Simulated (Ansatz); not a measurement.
MoO2⁻. Total charge -1; doublet. Geometry r2SCAN-D4/def2-TZVP, that of the neutral singlet; atoms count from 1.

```xyz
3

Mo    0.484   -0.448   -0.184
O     0.276    0.284    1.307
O    -0.760    0.163   -1.123
```

In the def2 sets Mo takes a core potential; there is no spin–orbit coupling. The charge -1 doublet is spin-contaminated (final ⟨S²⟩ up to 1.21, 0.75 for a pure state). The structure comes from a short search, and lower isomers may exist.

Question: Estimate the Mulliken populations from the PBE0/def2-TZVPD orbitals of Ansatz.

Answer: 
```json
{"atom": "Mo1", "charge (e)": "0.43", "spin (α − β)": "1.06", "d electrons": "3.90"}
{"atom": "O2", "charge (e)": "-0.72", "spin (α − β)": "-0.03", "d electrons": "–"}
{"atom": "O3", "charge (e)": "-0.72", "spin (α − β)": "-0.03", "d electrons": "–"}
```
Mulliken values and Mayer orders depend strongly on the basis. With diffuse functions, as here, like atoms can get unlike values, and bond orders can come out too low or too high.

Question: Where does the spin sit?

Answer: Summed by element: Mo 1.06, O -0.06, of 1 unpaired in all. Largest on single atoms: Mo1 1.06, O2 -0.03, O3 -0.03.

Question: And the Mayer bond orders between bonded heavy atoms (over 0.3)?

Answer: Mo1–O2 1.53 (1.67 Å); Mo1–O3 1.53 (1.67 Å).
